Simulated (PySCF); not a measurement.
**Structure from 2D NMR**

Compound of formula C$_{6}$H$_{12}$N$_{2}$OSi. Correlations simulated from computed shifts and the bond graph:

HSQC (one-bond C–H):
```tsv
δH	δC
8.16	151.7
3.47	55.9
2.30	45.8
```

HMBC (two and three bonds, from the bond graph):
```tsv
δH	δC
8.16	176.2, 137.5, 55.9
4.45	176.2, 137.5
3.47	176.2, 151.7, 137.5, 45.8
2.30	55.9, 45.8
```

Carbons without hydrogens: δ 176.2, 137.5.

PySCF 2.14.0 with density-fitted response routines calculation with GFN2-xTB geometry and shieldings: GIAO PBE0/pcSseg-1; one conformer, no relativistic terms, gas phase, one averaged value for each set of equivalent atoms.

References, each an isolated molecule treated in the same way: TMS for $^{1}$H and $^{13}$C.

Exchangeable hydrogens are left out of these lists.

Work out the connectivity.

Answers

SMILES c1([SiH3])c(CN(C)C)cno1.

Mapped SMILES: `[CH3:1][N:2]([CH3:3])[CH2:4][c:5]1[cH:6][n:7][o:8][c:9]1[SiH3:10]`. Hydrogens are named by the atom that carries them.

δC 176.2 is C9, a substituted aromatic carbon next to the ring oxygen. δC 151.7 is C6, an aromatic CH next to a ring nitrogen (δH 8.16). δC 137.5 is C5, a substituted aromatic carbon. δC 55.9 is C4, an sp3 CH2 bonded to N, on an aromatic ring (δH 3.47). δC 45.8 is C1/C3, a methyl carbon bonded to N (δH 2.30). HMBC from δH 8.16 reaches the proton-free carbons C9, C5. HMBC from δH 4.45 reaches the proton-free carbons C9, C5. HMBC from δH 3.47 reaches the proton-free carbons C9, C5.

The data come from this structure; uniqueness wasn't tested.

Shifts are as computed. Against solution values, carbons near 30 ppm lie about +3 ppm off and those near 130 ppm about +5 ppm. Of 1211 compounds with measured shifts, 218 miss one by over three times the rms of a fit or turn the order of signals round; such compounds aren't used in these exercises.
